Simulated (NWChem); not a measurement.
Molecule: Ge$_{2}$H$_{6}$O; SMILES [GeH3][O][GeH3]

Results from NWChem. Pople sets run with spherical d functions. The geometry was optimised at B3LYP/6-31G* (spherical d).

Task: Estimate the computed values for LDA (Slater exchange, PW92)/6-31G*. Quantities: highest occupied level (eV); orbital gap (eV); dipole (D).

Result: 
```
Item                         Result
---------------------------  ------
highest occupied level (eV)   -6.46
orbital gap (eV)               5.18
dipole (D)                     1.14
```
